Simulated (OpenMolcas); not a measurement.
## Nd3+ in CaO: curves along the breathing mode

Nd3+ with its 6 nearest oxide ions, on the Ca site of CaO (a = 4.8105 Å, distance in the model lattice 2.405 Å). The rest of the host is ab initio model potentials to 7.6 Å, with orthogonalisation functions on the cations behind the ligands, and point charges beyond; the distance is set by hand and nothing relaxes, and no local charge compensation is placed. Ligand basis ANO-RCC-VDZP.

| Property | Result |
| --- | --- |
| Program | OpenMolcas |
| Method | CASSCF |
| Basis | ANO-RCC-VDZP [7s6p4d2f1g] |
| Scalar Hamiltonian | DKH2, point nucleus |
| Active space | 3 electrons in 7 orbitals (4f) |
| State averaging | 2S+1 = 4 odd, 35 roots (30 in the spin-orbit step); 2S+1 = 2 odd, 43 roots kept (CI in the orbitals of an earlier block) |
| Spin-orbit coupling | state interaction with AMFI integrals over the reference wave functions |

Spin-free energies (labels of O, the rotations of Oh) in cm-1 above the lowest fitted minimum, as all ligands move together:

| R (Å) | 4A2 | 4T2 | 4E | 4T1 | 4A1 | 4T2(2) | 2T1 |
| --- | --- | --- | --- | --- | --- | --- | --- |
| 2.221 | 870 | 1230 | 1500 | 2130 | 2200 | 2290 | 15350 |
| 2.273 | 90 | 410 | 650 | 1220 | 1280 | 1360 | 14540 |
| 2.378 | 8380 | 8640 | 8840 | 9300 | 9360 | 9420 | 22800 |
| 2.43 | 16780 | 17020 | 17200 | 17630 | 17680 | 17740 | 31180 |
| 2.482 | 27770 | 28000 | 28170 | 28560 | 28610 | 28670 | 42170 |
| 2.535 | 41570 | 41790 | 41950 | 42310 | 42360 | 42420 | 55970 |

Cubic fits give the following; the wavenumber is harmonic, with the mass of all moving ligands, small differences in it between states hang on the degree of the fit, a number in brackets counts states of one label, and the table is a selection of at most 14 states with clean curves.

```tsv
State	R0 (Å)	Breathing mode (cm-1)	Minimum (cm-1)
4A2	2.258	655	0
4T2	2.259	655	330
4E	2.259	656	580
4T1	2.260	656	1160
4A1	2.260	656	1220
4T2(2)	2.260	656	1300
2T1	2.259	655	14460
2T2	2.259	655	14570
4T1(2)	2.259	655	14730
2E	2.259	655	15050
2T1(2)	2.259	655	15070
4A1(2)	2.259	655	15030
4T2(3)	2.259	655	15150
4A2(2)	2.260	657	15640
```

For an f ion spin-orbit coupling outweighs the ligand field, so these spin-free curves are not those of observable levels.

High states are left out of the spin-orbit mixing, which shifts the levels that they would mix with. Without dynamic correlation the ligand-field splitting of an f shell can come out too small, at times by half. No measured value stands beside these numbers.
